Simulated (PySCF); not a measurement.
# Spin-rotation constants: SMILES O=C(O)[C@@H]1C=CC[C@@H]1Cl, C6H7ClO2

Geometry (Å), atoms numbered from 1 in this order:
```xyz
16

O     2.2818    0.4778   -1.2485
C     1.8281    0.4063   -0.1428
O     2.3926    0.9888    0.9212
C     0.5838   -0.3648    0.2616
C    -0.0683   -1.1199   -0.8630
C    -1.3826   -0.9848   -0.8377
C    -1.8379   -0.1109    0.2943
C    -0.5429    0.5561    0.7682
Cl   -0.3888    2.1699   -0.0034
H     3.1646    1.5118    0.6528
H     0.8815   -1.0497    1.0657
H     0.5176   -1.6797   -1.5679
H    -2.0835   -1.4360   -1.5161
H    -2.2705   -0.7142    1.0975
H    -2.5830    0.6211   -0.0162
H    -0.5000    0.7370    1.8408
```

Level of theory: GIAO KT3/pcSseg-1 magnetisability, rotational g tensor and spin-rotation constants, non-relativistic, gas phase (PySCF). Geometry: GFN2-xTB.

Problem. Give the nuclear spin-rotation constants along the inertial axes (H = +C I·J) beside the isotropic shieldings.

Solution. Rotational constants 1.9927, 1.3394, 0.9963 GHz. A star marks the isotopologue with that one atom substituted, in its own axes.
| atom | isotope | Caa (kHz) | Cbb (kHz) | Ccc (kHz) | mean (kHz) | σ (ppm) |
| --- | --- | --- | --- | --- | --- | --- |
| Cl9 | 35Cl | 0.472 | 0.320 | 0.245 | 0.345 | 743.1 |
| H10 | 1H | 0.086 | -0.162 | -0.085 | -0.054 | 25.9 |
| H11 | 1H | -0.189 | -0.117 | 0.028 | -0.092 | 27.7 |
| H12 | 1H | -0.158 | 0.049 | -0.072 | -0.060 | 25.8 |
| H13 | 1H | 0.009 | -0.086 | -0.057 | -0.045 | 25.9 |
| H14 | 1H | -0.124 | -0.143 | 0.002 | -0.088 | 28.6 |
| H15 | 1H | -0.121 | -0.048 | -0.071 | -0.081 | 28.8 |
| H16 | 1H | -0.186 | -0.083 | 0.015 | -0.085 | 27.1 |
| O1 | 17O* | -0.902 | -0.352 | -0.464 | -0.573 | -83.5 |
| C2 | 13C* | 0.897 | 0.429 | 0.310 | 0.546 | 23.8 |
| O3 | 17O* | -0.501 | -0.244 | -0.238 | -0.328 | 122.7 |
| C4 | 13C* | 0.405 | 0.262 | 0.230 | 0.299 | 124.7 |
| C5 | 13C* | 0.597 | 0.480 | 0.265 | 0.447 | 60.0 |
| C6 | 13C* | 0.610 | 0.473 | 0.266 | 0.450 | 58.8 |
| C7 | 13C* | 0.368 | 0.240 | 0.213 | 0.274 | 135.4 |
| C8 | 13C* | 0.417 | 0.289 | 0.219 | 0.308 | 120.3 |

For the geometry as given, no vibrational averaging.
